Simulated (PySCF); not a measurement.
disulfane (H₂S₂), singlet, at a GFN2-xTB geometry. Base run: PySCF with M062X/3-21G.

PySCF was given this input:
```python
from pyscf import gto, scf, dft

mol = gto.M(
    atom='''
S    -0.898809    0.026048    0.489599
S     0.897080    0.078396   -0.487181
H    -1.521883   -0.854351   -0.305643
H     1.549552   -0.816755    0.266954
''',
    basis='3-21g',
    charge=0,
    spin=0,
    verbose=4,
)

mf = dft.RKS(mol)
mf.xc = 'm062x'
mf.kernel()
```

Variants of this job, named by their change:

```json
[
 {"change": "base", "E (Eh)": "-793.53064", "HOMO (eV)": "-8.83", "HOMO-LUMO gap (eV)": "8.68", "dipole (D)": "1.96", "core-seconds (rough)": "1"},
 {"change": "functional = b3lyp5", "E (Eh)": "…", "HOMO (eV)": "…", "HOMO-LUMO gap (eV)": "6.11", "dipole (D)": "1.87", "core-seconds (rough)": "0.9"},
 {"change": "functional = m06", "E (Eh)": "-793.56356", "HOMO (eV)": "-7.50", "HOMO-LUMO gap (eV)": "6.35", "dipole (D)": "1.90", "core-seconds (rough)": "1"},
 {"change": "functional = r2scan", "E (Eh)": "-793.48250", "HOMO (eV)": "-6.68", "HOMO-LUMO gap (eV)": "4.80", "dipole (D)": "1.98", "core-seconds (rough)": "1"},
 {"change": "functional = b3lyp", "E (Eh)": "-793.61826", "HOMO (eV)": "-7.35", "HOMO-LUMO gap (eV)": "6.11", "dipole (D)": "1.87", "core-seconds (rough)": "1"},
 {"change": "functional = pbe0", "E (Eh)": "…", "HOMO (eV)": "…", "HOMO-LUMO gap (eV)": "…", "dipole (D)": "…", "core-seconds (rough)": "0.8"},
 {"change": "functional = wb97x_v", "E (Eh)": "-793.45140", "HOMO (eV)": "-10.10", "HOMO-LUMO gap (eV)": "11.24", "dipole (D)": "2.00", "core-seconds (rough)": "50"},
 {"change": "functional = hf", "E (Eh)": "-792.24163", "HOMO (eV)": "-10.74", "HOMO-LUMO gap (eV)": "13.36", "dipole (D)": "1.94", "core-seconds (rough)": "0.1"},
 {"change": "functional = blyp", "E (Eh)": "…", "HOMO (eV)": "…", "HOMO-LUMO gap (eV)": "…", "dipole (D)": "…", "core-seconds (rough)": "0.8"},
 {"change": "functional = lc_wpbe", "E (Eh)": "-793.33305", "HOMO (eV)": "-10.51", "HOMO-LUMO gap (eV)": "11.71", "dipole (D)": "2.09", "core-seconds (rough)": "2"},
 {"change": "functional = b97-1", "E (Eh)": "…", "HOMO (eV)": "…", "HOMO-LUMO gap (eV)": "…", "dipole (D)": "…", "core-seconds (rough)": "0.9"},
 {"change": "functional = b97m_v", "E (Eh)": "-793.36849", "HOMO (eV)": "-6.71", "HOMO-LUMO gap (eV)": "4.95", "dipole (D)": "1.85", "core-seconds (rough)": "50"},
 {"change": "functional = tpssh", "E (Eh)": "-793.62077", "HOMO (eV)": "-7.03", "HOMO-LUMO gap (eV)": "5.49", "dipole (D)": "1.89", "core-seconds (rough)": "1"}
]
```

Problem. Some entries are withheld; supply them.

Solution. 
- functional = b3lyp5, E (Eh): -793.48833
- functional = b3lyp5, HOMO (eV): -7.25
- functional = pbe0, E (Eh): -793.30293
- functional = pbe0, HOMO (eV): -7.68
- functional = pbe0, HOMO-LUMO gap (eV): 6.59
- functional = pbe0, dipole (D): 1.97
- functional = blyp, E (Eh): -793.56650
- functional = blyp, HOMO (eV): -6.08
- functional = blyp, HOMO-LUMO gap (eV): 4.29
- functional = blyp, dipole (D): 1.82
- functional = b97-1, E (Eh): -793.50478
- functional = b97-1, HOMO (eV): -7.36
- functional = b97-1, HOMO-LUMO gap (eV): 6.21
- functional = b97-1, dipole (D): 1.91

Total energies compare only within one method and basis.
